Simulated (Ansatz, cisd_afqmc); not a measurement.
Species: Al, charge 0, doublet.

Total energies in aug-cc-pV(T+d)Z, 3 correlated electrons, 5 frozen orbitals. Open shells are spin-unrestricted; no spin-orbit coupling. Correlated methods leave the cores frozen. No relativity. AFQMC/CISD: phaseless, guided by CISD from CCSD amplitudes; bars are statistical, one sigma. Outlying blocks are dropped, and bars are widened where a walk drifts. Over all cases where full CI ran beside it in this data, AFQMC minus full CI had a median of +0.1 mEh and passed +0.4 mEh in a tenth of the cases. Full CI freezes restricted core orbitals and the other rows unrestricted ones, which leaves a small offset even where coupled cluster is exact.

| method | program | energy (Eh) | error against FCI (mEh) |
|---|---|---|---|
| HF | Ansatz | -241.87922 | 52.88 |
| MP2 | Ansatz | -241.91533 | 16.76 |
| CCSD | Ansatz | -241.93043 | 1.67 |
| CCSD(T) | Ansatz | -241.93162 | 0.48 |
| CCSDT | Ansatz | -241.93211 | -0.02 |
| AFQMC/CISD | cisd_afqmc | -241.9319 ± 0.0001 | 0.2 ± 0.1 |
| FCI | Ansatz | -241.93210 | 0.00 |

Ansatz is an electronic-structure program.
